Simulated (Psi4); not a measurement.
hydrogen bromide (HBr), singlet, at a GFN2-xTB geometry; CAM-B3LYP/cc-pVDZ run with Psi4.

Here is a job for Psi4.
```
memory 2 GB

molecule mol {
0 1
  Br   -0.000000   -0.000000   -0.038935
  H     0.000000    0.000000    1.362726
}

set basis cc-pvdz
set reference rks
set scf_type pk
set puream true
set d_convergence 1e-8
set dft_radial_points 99
set dft_spherical_points 590

energy('cam-b3lyp')
print_variables()
```

What the program printed (banner, timings and long lists left out):

```
   => Loading Basis Set <=

    Name: CC-PVDZ
    Role: ORBITAL
    Keyword: BASIS

         ---------------------------------------------------------
                                   SCF
               by Justin Turney, Rob Parrish, Andy Simmonett
                          and Daniel G. A. Smith
                              RKS Reference
         ---------------------------------------------------------

  ==> Geometry <==

    Molecular point group: c2v
    Full point group: C_inf_v

    Geometry (in Angstrom), charge = 0, multiplicity = 1:

       Center              X                  Y                   Z               Mass
    ------------   -----------------  -----------------  -----------------  -----------------
         BR           0.000000000000     0.000000000000    -0.017674175714    78.918337600000
         H            0.000000000000     0.000000000000     1.383986824286     1.007825032230

  Running in c2v symmetry.

  Rotational constants: A = ************  B =      8.62256  C =      8.62256 [cm^-1]
  Rotational constants: A = ************  B = 258497.95576  C = 258497.95576 [MHz]
  Nuclear repulsion =   13.213753092545200

  Charge       = 0
  Multiplicity = 1
  Electrons    = 36
  Nalpha       = 18
  Nbeta        = 18

  ==> Algorithm <==

  SCF Algorithm Type is PK.
  DIIS enabled.
  MOM disabled.
  Fractional occupation disabled.
  Guess Type is SAD.
  Energy threshold   = 1.00e-06
  Density threshold  = 1.00e-08
  Integral threshold = 1.00e-12

  ==> Primary Basis <==

  Basis Set: CC-PVDZ
    Blend: CC-PVDZ
    Number of shells: 14
    Number of basis functions: 32
    Number of Cartesian functions: 34
    Spherical Harmonics?: true
    Max angular momentum: 2

  ==> DFT Potential <==

   => LibXC <=

    Version 7.1.2
    S. Lehtola, C. Steigemann, M. J. T. Oliveira, and M. A. L. Marques,  SoftwareX 7, 1–5 (2018) (10.1016/j.softx.2017.11.002)

   => Composite Functional: CAM-B3LYP <=

    CAM-B3LYP Hyb-GGA Exchange-Correlation Functional

    T. Yanai, D. P. Tew, and N. C. Handy,  Chem. Phys. Lett. 393, 51 (2004) (10.1016/j.cplett.2004.06.011)

    Deriv               =              1
    GGA                 =           TRUE
    Meta                =          FALSE

    Exchange Hybrid     =           TRUE
    MP2 Hybrid          =          FALSE

   => Exchange Functionals <=

    0.3500         Becke 88 [omega = 0.3300]
    0.4600   Short-range recipe for B88 functional - erf [omega = 0.3300]

   => Exact (HF) Exchange <=

[...]
   @RKS iter   5: -2574.85197151939428   -9.95815e-06   2.86784e-05 DIIS
   @RKS iter   6: -2574.85197170419633   -1.84802e-07   2.29039e-06 DIIS
   @RKS iter   7: -2574.85197170619040   -1.99407e-09   1.76781e-07 DIIS
   @RKS iter   8: -2574.85197170620313   -1.27329e-11   1.47116e-08 DIIS
   @RKS iter   9: -2574.85197170620359   -4.54747e-13   1.08436e-09 DIIS
  Energy and wave function converged.

  ==> Post-Iterations <==

   Electrons on quadrature grid:
      Ntotal   =   35.9999999627 ; deviation = -3.728e-08

    Orbital Energies [Eh]
    ---------------------

    Doubly Occupied:

[...]
    Virtual:

[...]
    Final Occupation by Irrep:
             A1    A2    B1    B2
    DOCC [     9,    1,    4,    4 ]
    NA   [     9,    1,    4,    4 ]
    NB   [     9,    1,    4,    4 ]

  @RKS Final Energy: -2574.85197170620359

   => Energetics <=

    Nuclear Repulsion Energy =             13.2137530925452005
    One-Electron Energy =               -3608.3591470929077332
    Two-Electron Energy =                1092.0337336262405188
    DFT Exchange-Correlation Energy =     -71.7403113320817596
    Empirical Dispersion Energy =           0.0000000000000000
    VV10 Nonlocal Energy =                  0.0000000000000000
    Total Energy =                      -2574.8519717062035852

Computation Completed

Properties will be evaluated at   0.000000,   0.000000,   0.000000 [a0]

Properties computed using the SCF density matrix

 Multipole Moments:

 ------------------------------------------------------------------------------------
     Multipole            Electronic (a.u.)      Nuclear  (a.u.)        Total (a.u.)
 ------------------------------------------------------------------------------------

 L = 1.  Multiply by 2.5417464519 to convert [e a0] to [Debye]
 Dipole X            :          0.0000000            0.0000000            0.0000000
 Dipole Y            :          0.0000000            0.0000000            0.0000000
 Dipole Z            :         -1.0345897            1.4463788            0.4117891
 Magnitude           :                                                    0.4117891

 ------------------------------------------------------------------------------------

  Variable Map:
  ----------------------------------------------------------------------------
[...]
  Array Variable Map:
  ----------------------------------------------------------------------------
[...]
[...]
```
